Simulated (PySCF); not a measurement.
A calculated (r2SCAN, PySCF 2.14, dyall-av2z, no relativity, point nucleus) atom or ion has these occupied shells.

```json
{"shell": "1s β", "electrons": "1", "orbital energy (eV)": "-5868.2", "rms radius, mean of both spins (bohr)": "0.0744"}
{"shell": "1s α", "electrons": "1", "orbital energy (eV)": "-5868.2", "rms radius, mean of both spins (bohr)": "0.0744"}
{"shell": "2s α", "electrons": "1", "orbital energy (eV)": "-679.51", "rms radius, mean of both spins (bohr)": "0.321"}
{"shell": "2s β", "electrons": "1", "orbital energy (eV)": "-677.52", "rms radius, mean of both spins (bohr)": "0.321"}
{"shell": "2p α", "electrons": "3", "orbital energy (eV)": "-577.82", "rms radius, mean of both spins (bohr)": "0.289"}
{"shell": "2p β", "electrons": "3", "orbital energy (eV)": "-576.29", "rms radius, mean of both spins (bohr)": "0.289"}
{"shell": "3s α", "electrons": "1", "orbital energy (eV)": "-89.864", "rms radius, mean of both spins (bohr)": "0.974"}
{"shell": "3s β", "electrons": "1", "orbital energy (eV)": "-84.818", "rms radius, mean of both spins (bohr)": "0.974"}
{"shell": "3p α", "electrons": "3", "orbital energy (eV)": "-61.178", "rms radius, mean of both spins (bohr)": "1.04"}
{"shell": "3p β", "electrons": "3", "orbital energy (eV)": "-56.066", "rms radius, mean of both spins (bohr)": "1.04"}
{"shell": "3d α", "electrons": "4", "orbital energy (eV)": "-16.737", "rms radius, mean of both spins (bohr)": "1.40"}
{"shell": "4p α", "electrons": "1", "orbital energy (eV)": "-8.455", "rms radius, mean of both spins (bohr)": "3.77"}
```

Problem. Name the element and its charge.

Solution. Cr⁺ (chromium, charge +1), in [Ar] 3d4 4p1, one real determinant (an excited configuration).
